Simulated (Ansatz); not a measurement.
Species: [Nb(=O)(OH)3] (charge 0, multiplicity 1), formula H₃NbO₄.

Question: How many basis functions does frozen-core CCSD(T)/def2-TZVPP // BP86-D3(BJ)/def2-SVP run with Ansatz (a program for electronic structure) use, how many core orbitals are frozen, and how many electrons are correlated?

Answer: 222 basis functions and 4 frozen orbitals, which leaves 40 correlated electrons. Core time is of the order of minutes.
